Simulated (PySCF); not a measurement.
C₂H₇BCl (charge -1).
Numbering: `[CH3:1][BH2-:2][CH2:3][Cl:4]`

Structure used (PBE0-D3(BJ)/def2-SVP), in Å, numbered top down from 1:
```xyz
11
C2H7BCl angstrom
C     -1.409   -0.016   -0.078
B      0.100   -0.672   -0.086
C      1.172    0.532    0.165
Cl     2.938    0.017    0.206
H     -1.555    0.746   -0.872
H     -1.660    0.486    0.879
H     -2.190   -0.783   -0.239
H      0.333   -1.217   -1.186
H      0.209   -1.527    0.820
H      1.144    1.307   -0.621
H      1.027    1.047    1.131
```

Lines to be assigned: B 1s: 188.02 eV; C 1s: 284.79 (area 1), 286.18 (area 1) eV; Cl 1s: 2823.20 eV; Cl 2p3/2: 200.59 eV.

Level of theory: delta-SCF UKS SCAN, pcX-2 on the ionised atom, pcseg-1 elsewhere, spin-free X2C in PySCF. One conformer (not necessarily the lowest) at the PBE0-D3(BJ)/def2-SVP geometry, without solvent, vibrations or thermal averaging. The geometry's basis has no diffuse functions, a weakness for an anion.

Q: Order the carbon atoms by C 1s binding energy.

A: 284.79 eV: C1 (sp3 carbon bound to boron); 286.18 eV: C3 (sp3 C–Cl carbon). Lowest listed C 1s: C1, bonded to 3 H and B. Highest, 1.39 eV above it: C3, bonded to Cl, 2 H and B. Summing the Pauling electronegativity differences to the bonded atoms, each weighted by its formal bond order, gives -1.56 for the lowest site and -0.60 for the highest.

Bonded neighbours of each site: C1: 3 H and B; B2: 2 C and 2 H; C3: Cl, 2 H and B; Cl4: C.

Q: What is the longest wavelength that can ionise C 1s of C1 vertically?

A: λ = hc/E = 12398.42 eV Å / 284.79 eV = 43.535 Å.

For 2p shells one spin-free hole was relaxed; a mean-field spin–orbit operator and the ground-state splitting of the three 2p orbitals were then diagonalised within the shell. The shell's mean is (2 × 2p3/2 + 2p1/2)/3, and the degeneracies 2j + 1 give areas of 2:1. 2p1/2 minus 2p3/2 (ligand field included): Cl 1.65 eV. The species carries charge -1, so core ionisation leaves a neutral species. The basis sets have no added diffuse functions.

On Arm Neoverse V1, one thread (shared host), this took 24 s wall and 0.42 GiB of memory at its peak.
